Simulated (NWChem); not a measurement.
## BeO

SMILES: [O]=[Be]
```xyz
2

Be     0.0000     0.0000     0.9063
O      0.0000     0.0000    -0.4531
```
Charge 0, spin multiplicity 1.

Everything below was run with NWChem. All single points use one geometry, from PBE/def2-SVP, a minimum by its harmonic frequencies.

Symmetry labels belong to the abelian group C2v used in the runs, with the axes of the coordinates shown; states degenerate in a higher group split over its labels.

The structure started from a generated list of species.

Task: List the lowest 4 singlet excitations that CIS/def2-SVPD gives, with oscillator strengths.

Result: 
```json
[
 {"state": "1", "symmetry": "b1", "energy (eV)": "2.56", "wavelength (nm)": "484", "f": "0.024"},
 {"state": "2", "symmetry": "b2", "energy (eV)": "2.56", "wavelength (nm)": "484", "f": "0.024"},
 {"state": "3", "symmetry": "a1", "energy (eV)": "4.56", "wavelength (nm)": "272", "f": "0.010"},
 {"state": "4", "symmetry": "a2", "energy (eV)": "5.67", "wavelength (nm)": "219", "f": "0.000"}
]
```
